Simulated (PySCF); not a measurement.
# Ionisation energy of Ag by level of theory

Ag [Kr] 4d10 5s1 (2S) → Ag⁺ [Kr] 4d10 (1S), as a difference of total energies. All numbers are calculated (PySCF 2.14, the spin-free X2C one-electron Hamiltonian (Gaussian nucleus), in x2c-TZVPall (8s6p6d1f, 63 functions)). Correlated levels: valence: [Kr] frozen. The calculations carry no spin-orbit coupling.

| method | ionisation energy (eV) |
| --- | --- |
| UHF | 6.354 |
| BP86 | 8.105 |
| PBE | 7.940 |
| MP2 (valence) | 7.079 |
| SCS-MP2 (valence) | 6.959 |

Errors of the correlated levels include the incompleteness of this basis and the frozen core.

**Question.** Which method comes closest to the reference value, and which is furthest?

**Answer.** The reference is 7.576 eV (measured; NIST Atomic Spectra Database, ionization energies). Closest: PBE (error 0.364 eV); furthest: UHF (error -1.222 eV).
